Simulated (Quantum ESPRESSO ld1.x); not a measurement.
Problem. Fe I, configuration [Ne] 3s2 3p5 3d6 4s2 4f1 (not the ground configuration). Calculated with ld1.x of Quantum ESPRESSO 7.5: scalar-relativistic Kohn-Sham, revPBE, spin-unpolarised, spherical densities, point nucleus. Some entries of the table are withheld. Estimate them.

orbital,occ.,eigenvalue (eV),<r> (bohr)
1s,2,-7018.34,0.05844
2s,2,-836.099,(1)
2p,6,-714.914,0.2353
3s,2,-108.451,0.8034
3p,5,-74.2044,0.8448
3d,6,-20.5550,1.017
4s,2,-12.3466,2.553
4p,0,-6.7533,3.190
5s,0,(2),7.359
4f,1,(3),17.09

Solution. 
(1) 2s <r> (bohr): 0.2667
(2) 5s eigenvalue (eV): -2.2639
(3) 4f eigenvalue (eV): -0.4447
